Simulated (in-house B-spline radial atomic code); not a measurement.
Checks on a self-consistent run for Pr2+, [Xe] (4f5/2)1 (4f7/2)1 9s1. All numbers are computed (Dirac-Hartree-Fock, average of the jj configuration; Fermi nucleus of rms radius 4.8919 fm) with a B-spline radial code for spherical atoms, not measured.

| orbital | q | ε (Eh) | <1/r> | <r²> | small-component weight |
| --- | --- | --- | --- | --- | --- |
| 1s1/2 | 2 | -1552.95712 | 64.6851 | 0.000789371 | 0.0478 |
| 2s1/2 | 2 | -254.74220 | 15.3004 | 0.0124525 | 0.010437 |
| 2p1/2 | 2 | -240.17654 | 15.2409 | 0.0091534 | 0.010433 |
| 2p3/2 | 4 | -222.40006 | 13.7627 | 0.0104028 | 0.0097893 |
| 3s1/2 | 2 | -57.54187 | 5.55096 | 0.0839664 | 0.0032383 |
| 3p1/2 | 2 | -51.32413 | 5.45285 | 0.0791913 | 0.0031672 |
| 3p3/2 | 4 | -47.71960 | 5.08702 | 0.0864472 | 0.0029949 |
| 3d3/2 | 4 | -37.00744 | 4.93995 | 0.0705322 | 0.0028559 |
| 3d5/2 | 6 | -36.23831 | 4.84734 | 0.0725722 | 0.002805 |
| 4s1/2 | 2 | -13.03699 | 2.28112 | 0.434608 | 0.00097896 |
| 4p1/2 | 2 | -10.62627 | 2.175 | 0.464219 | 0.00091094 |
| 4p3/2 | 4 | -9.83467 | 2.06148 | 0.502081 | 0.00085951 |
| 4d3/2 | 4 | -5.80438 | 1.83744 | 0.59764 | 0.00070779 |
| 4d5/2 | 6 | -5.65065 | 1.8075 | 0.613471 | 0.00069211 |
| 4f5/2 | 1 | -1.36289 | 1.3157 | 1.19457 | 0.00039224 |
| 4f7/2 | 1 | -1.34637 | 1.30454 | 1.21677 | 0.0003868 |
| 5s1/2 | 2 | -2.71137 | 0.882275 | 2.48297 | 0.00020689 |
| 5p1/2 | 2 | -1.95143 | 0.793216 | 3.03539 | 0.00017223 |
| 5p3/2 | 4 | -1.82752 | 0.754336 | 3.2993 | 0.00015896 |
| 9s1/2 | 1 | -0.13704 | 0.0820094 | 302.926 | 5.3015e-06 |

Electron-electron repulsion V_ee = 3314.4080 hartree.

(1) What total energy follows from the eigenvalues?

(2) Does the Dirac virial theorem hold?

(3) What diamagnetic shielding (Lamb formula) and susceptibility (Langevin formula) do the radii give?

## Answers

(1) The eigenvalues count the repulsion twice, so E = Σqε - V_ee = -5922.691 - 3314.408 = -9237.099 hartree; the run printed -9237.099.

(2) For a point nucleus E = -2c²Σq·w, with w the small-component weight. Here Σq·w = 0.24592 and c = 137.0360, so the ratio E/(-2c²Σq·w) is 1.000091; the finite nucleus accounts for the departure from 1.

(3) σ = (α²/3)Σq<1/r> = 381.126/(3·137.036²) = 6765.2 ppm, and χ = -0.79199×10⁻⁶·Σq<r²> = -270×10⁻⁶ cm³/mol with Σq<r²> = 340.92 bohr². Both are non-relativistic formulas without the paramagnetism of open shells; for so heavy an element the full relativistic shielding is larger by tens of per cent.
